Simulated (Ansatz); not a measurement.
Two isomers of C3H7FOSi: A = `CC(C)O[Si]F`, B = `FC1([SiH3])COC1`.

Isolated molecules relaxed with PBE0-D4/def2-TZVP in Ansatz; ΔE leaves out vibrations. CCSD(T)/CBS is the MP2 limit (def2-TZVPP, def2-QZVPP) plus CCSD(T) − MP2 in def2-TZVPP, frozen cores. Functionals use def2-TZVPP. B3LYP here is the variant with VWN-RPA as its local correlation; programs differ in this. One conformer a species, not always the lowest.

Task: Which isomer does CCSD(T)/CBS put lower? Give the gap. (An estimate is asked.)

Result: The calculation gave: A, by 96.7 kcal/mol.

Task: Give E(B) − E(A) in kcal/mol with r2SCAN-D4, B3LYP-D4, CCSD/def2-TZVPP, PBE-D4, MP2/def2-TZVPP, ωB97M-V, CCSD(T)/def2-TZVPP. (Estimate.)

Result: Ansatz gave: r2SCAN-D4 92.5, B3LYP-D4 96.3, CCSD/def2-TZVPP 95.9, PBE-D4 90.1, MP2/def2-TZVPP 97.7, ωB97M-V 96.1, CCSD(T)/def2-TZVPP 95.4. None reverses the order clearly.

Largest T1 diagnostic: 0.013.
